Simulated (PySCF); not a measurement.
Identify the unknown among the candidates.

All candidates are C8H13FSi.

* 13C NMR: chemical shifts (computed TMS as zero) by class: 156.0 (1 C), 115.5 (1 C), 113.7 (1 C), 84.4 (1 C), 40.7 (1 C), 23.4 (1 C), 13.8 (1 C), 5.7 (1 C) ppm [GIAO PBE0/pcSseg-1]
* 1H NMR: chemical shifts (computed TMS as zero) by class: 5.03 (1 H), 5.00 (1 H), 4.96 (1 H), 2.11 (3 H), 1.90 (3 H), 1.90 (1 H), 1.39 (3 H) ppm [GIAO PBE0/pcSseg-1]
* NMR, other nuclei: isotropic shieldings of nuclei other than C and H, by class: 373 (1 F), 356 (1 Si) ppm [GIAO PBE0/pcSseg-1]
* Dipole: 2.59 D [PBE0/pcSseg-1]
* Rotational structure: rotational constants A, B, C: 2.099, 0.544, 0.515 GHz [GFN2-xTB]

The electronic properties come from PySCF, for the isolated species, density fitting. Levels stand in brackets. One conformer (not necessarily the lowest) at the GFN2-xTB geometry, without solvent, vibrations or thermal averaging. GFN2-xTB frequencies show an imaginary mode (37i cm⁻¹), so this geometry is no minimum at that level. NMR classes are plain means over equivalent atoms (diastereotopic ones count apart unless rotation or inversion swaps them), as if these changed places fast.

**Question.** Which candidate is it?
A. `C=C(C)[C@@H](C)[Si@H](F)C#CC`
B. `CC#C[Si@@H](F)[C@@H](C)C1CC1`
C. `CC#C/C(=C\[SiH2]CF)CC`
D. `C#CC[C@@](F)([SiH2]C)C(=C)C`
E. `C=C(C)[C@@H]1[SiH2]/C(=C\C)[C@H]1F`

**Answer.** A. It is `C=C(C)[C@@H](C)[Si@H](F)C#CC`. Numbering: `[CH2:1]=[C:2]([CH3:3])[C@@H:4]([CH3:5])[Si@H:6]([F:7])[C:8]#[C:9][CH3:10]`. Its formula, C8H13FSi, gives 3 degrees of unsaturation: 0 rings and 3 π bonds in the structure found. 8 carbons fall into 8 classes; from least to most shielded: fully substituted alkene carbon [C2] (156.0 ppm), terminal =CH2 carbon [C1] (115.5 ppm), alkyne carbon [C9] (113.7 ppm), alkyne carbon [C8] (84.4 ppm), sp3 carbon bound to silicon [C4] (40.7 ppm), allylic carbon [C3] (23.4 ppm), methyl carbon [C5] (13.8 ppm), propargylic carbon [C10] (5.7 ppm). Hydrogen classes from least to most shielded: 1 H on a terminal =CH2 carbon, C1 (5.03 ppm), 1 H on a terminal =CH2 carbon, C1 (5.00 ppm), 1 H on a fluorine-bound silicon, Si6 (4.96 ppm), 3 H on a propargylic carbon, C10 (2.11 ppm), 3 H on an allylic carbon, C3 (1.90 ppm), 1 H on an sp3 carbon bound to silicon, C4 (1.90 ppm), 3 H on a methyl carbon, C5 (1.39 ppm). The other shieldings belong to: 373 ppm, silicon-bound fluorine [F7]; 356 ppm, fluorine-bound silicon [Si6]. The optimised geometry has point group C1 and is an asymmetric top.

The others, at the same levels:
- `CC#C[Si@@H](F)[C@@H](C)C1CC1` fails: its computed 13C shifts are 114.2 (1 C), 83.4 (1 C), 32.7 (1 C), 16.1 (1 C), 14.0 (1 C), 7.0 (1 C), 6.4 (1 C), 5.8 (1 C) ppm, 1H shifts are 5.13 (1 H), 2.13 (3 H), 1.36 (3 H), 0.50 (1 H), 0.46 (1 H), 0.45 (1 H), 0.05 (1 H), 0.01 (1 H), -0.01 (1 H) ppm and rotational constant A is 1.356 GHz (against 2.099 GHz).
- `C#CC[C@@](F)([SiH2]C)C(=C)C` fails: its computed 13C shifts are 152.7 (1 C), 117.1 (1 C), 100.4 (1 C), 84.2 (1 C), 77.9 (1 C), 27.7 (1 C), 22.4 (1 C), -9.9 (1 C) ppm, 1H shifts are 5.53 (1 H), 5.40 (1 H), 4.37 (1 H), 4.05 (1 H), 2.89 (1 H), 2.55 (1 H), 1.89 (3 H), 1.40 (1 H), 0.31 (3 H) ppm and rotational constant A is 1.515 GHz (against 2.099 GHz).
- `CC#C/C(=C\[SiH2]CF)CC` fails: its computed 13C shifts are 157.3 (1 C), 132.0 (1 C), 104.0 (1 C), 86.3 (1 C), 78.8 (1 C), 41.1 (1 C), 17.3 (1 C), 5.7 (1 C) ppm, 1H shifts are 6.21 (1 H), 5.01 (2 H), 4.46 (2 H), 2.35 (2 H), 2.28 (3 H), 1.22 (3 H) ppm and rotational constant A is 1.411 GHz (against 2.099 GHz).
- `C=C(C)[C@@H]1[SiH2]/C(=C\C)[C@H]1F` fails: its computed 13C shifts are 152.7 (1 C), 152.5 (1 C), 144.1 (1 C), 114.8 (1 C), 95.1 (1 C), 47.6 (1 C), 24.4 (1 C), 22.9 (1 C) ppm, 1H shifts are 6.96 (1 H), 5.58 (1 H), 5.06 (1 H), 4.93 (1 H), 4.84 (1 H), 4.65 (1 H), 3.24 (1 H), 1.96 (3 H), 1.93 (3 H) ppm and rotational constant A is 1.971 GHz (against 2.099 GHz).

Each candidate is one conformer, not necessarily the lowest. The conformers computed, where there is a choice (atom-mapped SMILES and torsion angles):
- `[CH2:1]=[C:2]([CH3:3])[C@@H:4]([CH3:5])[Si@H:6]([F:7])[C:8]#[C:9][CH3:10]`: C1–C2–C4–C5 135°, C2–C4–Si6–F7 -72°
- `[CH3:1][C:2]#[C:3][Si@@H:4]([F:5])[C@@H:6]([CH3:7])[CH:8]1[CH2:9][CH2:10]1`: C3–Si4–C6–C7 -58°, Si4–C6–C8–C9 80°
- `[CH:1]#[C:2][CH2:3][C@@:4]([F:5])([SiH2:6][CH3:7])[C:8](=[CH2:9])[CH3:10]`: C2–C3–C4–F5 73°, C3–C4–Si6–C7 -65°, C3–C4–C8–C9 130°
- `[CH3:1][C:2]#[C:3]/[C:4](=[CH:5]\[SiH2:6][CH2:7][F:8])[CH2:9][CH3:10]`: C4–C5–Si6–C7 178°, C5–Si6–C7–F8 -65°, C3–C4–C9–C10 65°
- `[CH2:1]=[C:2]([CH3:3])[C@@H:4]1[SiH2:5]/[C:6](=[CH:7]\[CH3:8])[C@H:9]1[F:10]`: C1–C2–C4–Si5 -111°
